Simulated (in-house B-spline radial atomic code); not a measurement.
**KLI/ALDAx excitations of the fluorine ion F⁷⁺**

Method: KLI/ALDAx. Computed with a B-spline radial code for spherical atoms: linear response of the closed shell 1s2 with the adiabatic LDA exchange kernel on the exchange-only KLI potential; non-relativistic, point nucleus, no spin-orbit coupling, no double excitations, S, P, D and F terms only.

Command:
```bash
python run_td.py task.json out
```
Settings (radii: box in bohr, nucleus in fm):
```
Z                        9
electrons                2
configuration            1s2
hamiltonian              nr
method                   kli
box_radius               12.81
intervals                64
```

Run time, properties included: 1 thread of Arm Neoverse V1, on a shared host.

The lowest states, in the order of their Tamm-Dancoff energies; the method's threshold (minus the highest occupied level) is 953.53 eV. Labels give the largest channel, * marks a mixed state, and oscillator strengths are full-response dipole values. Semilocal kernels can invert the small singlet-triplet splittings of Rydberg terms. Energies in eV:

```csv
state,full response,Tamm-Dancoff,oscillator strength
1s → 2s 3S,723.48,723.51,-
1s → 2p 3P,729.81,729.84,-
1s → 2s 1S,732.80,732.91,-
1s → 2p 1P,736.57,736.61,0.709
1s → 3s 3S,?,?,-
1s → 3p 3P,855.26,855.26,-
1s → 3s 1S,855.83,855.85,-
1s → 3d 3D,856.35,856.35,-
1s → 3d 1D,856.44,856.44,-
1s → 3p 1P,857.08,857.09,0.147
1s → 4s 3S,897.70,897.71,-
1s → 4p 3P,898.49,898.49,-
1s → 4s 1S,898.70,898.71,-
1s → 4d 3D,898.92,898.92,-
1s → 4d 1D,898.96,898.97,-
1s → 4f 3F,?,?,-
```

Task: Where does 1s → 3s 3S lie?

Result: At 853.37 eV in full response, 853.38 eV in Tamm-Dancoff.

Task: Where does 1s → 4f 3F lie?

Result: At 899.09 eV in full response, 899.09 eV in Tamm-Dancoff.

Task: How large is the singlet-triplet splitting of 1s → 2s (S terms) in Tamm-Dancoff?

Result: 9.4 eV, from the unrounded values.

Task: What polarisabilities and dispersion coefficient does the method give?

Result: Dipole 0.001619 bohr³, quadrupole 7.756e-05 bohr⁵, C6 6.206e-05 hartree·bohr⁶ for two such species.
